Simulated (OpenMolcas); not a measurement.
# Cu2+ in KMgF3: curves along the breathing mode

Cu2+ with its 6 nearest fluoride ions, on the Mg site of KMgF3 (a = 3.973 Å, distance in the model lattice 1.986 Å). The rest of the host is ab initio model potentials to 7.6 Å, with orthogonalisation functions on the cations behind the ligands, and point charges beyond; the distance is set by hand and nothing relaxes. Ligand basis ANO-RCC-VDZP.

* Program: OpenMolcas 26.06
* Method: CASSCF
* Basis: ANO-RCC-VDZP [5s4p2d1f]
* Scalar Hamiltonian: DKH2, point nucleus
* Active space: 9 electrons in 5 orbitals (3d)
* State averaging: 2S+1 = 2 even, 5 roots
* Spin-orbit coupling: RASSI with atomic mean-field integrals over the reference wave functions

Spin-free energies (labels of O, the rotations of Oh) in cm-1 above the lowest fitted minimum, as all ligands move together:

| R (Å) | 2E | 2T2 |
| --- | --- | --- |
| 1.888 | 3770 | 12350 |
| 1.932 | 770 | 8290 |
| 1.977 | 30 | 6620 |
| 2.021 | 1410 | 7220 |
| 2.066 | 4880 | 10000 |
| 2.11 | 10270 | 14800 |
| 2.155 | 17900 | 21910 |

Cubic fits give the following; the wavenumber is harmonic, with the mass of all moving ligands, small differences in it between states hang on the degree of the fit, a number in brackets counts states of one label, and the table is a selection of at most 14 states with clean curves.

```tsv
State	R0 (Å)	Breathing mode (cm-1)	Minimum (cm-1)
2E	1.970	567	0
2T2	1.988	581	6550
```

The minimum of 2T2 is shifted by +0.0171 Å against 2E (from the unrounded fits). With M = 114.0 u for the moving shell, the Huang-Rhys factor in this mode is S = M ω ΔR² / 2ħ = 0.01483 × 114.0 × 567 × 0.0171² = 0.28. Only the first shell moves, against a rigid host.

An orbital doublet at a regular site is open to a Jahn-Teller distortion, which this geometry leaves out. Ligand-to-metal charge-transfer states are missing. With metal d orbitals alone and no dynamic correlation 10Dq can be off by a tenth to a fifth, either way, in oxide and fluoride hosts. No measured value stands beside these numbers.
